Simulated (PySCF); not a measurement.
BClH, charge +1, multiplicity 1. Atoms are numbered in the order given.

```xyz
3

B      0.0000     0.0000     1.1277
Cl     0.0000     0.0000    -0.4670
H      0.0000     0.0000     2.3003
```
Charge +1, spin multiplicity 1.

Coordinates come from a TPSSh-D3(BJ)/def2-TZVPD optimisation. The multiplicity is an assumed one; other spin states were not compared. The isomer is the one that the SMILES or the coordinates give; other isomers of the formula were not compared.

Level of theory: CAM-B3LYP/def2-TZVPD run with PySCF.

Gas-phase values at a fixed geometry.

**Question.** Estimate the frontier levels, gap, dipole moment and polarisability. (The exact figures need the calculation; the answer reports its results.)

**Answer.** 
```json
{
 "highest_occupied_level": "-19.97 eV",
 "lowest_empty_level": "-8.11 eV",
 "orbital_gap": "11.86 eV",
 "dipole_moment_about_the_centre_of_nuclear_charge": "0.643 e·Å",
 "mean_static_polarisability": "20.7 bohr³ (3.07 Å³)",
 "polarisability_principal_values": "16.9, 16.9, 28.2 bohr³"
}
```
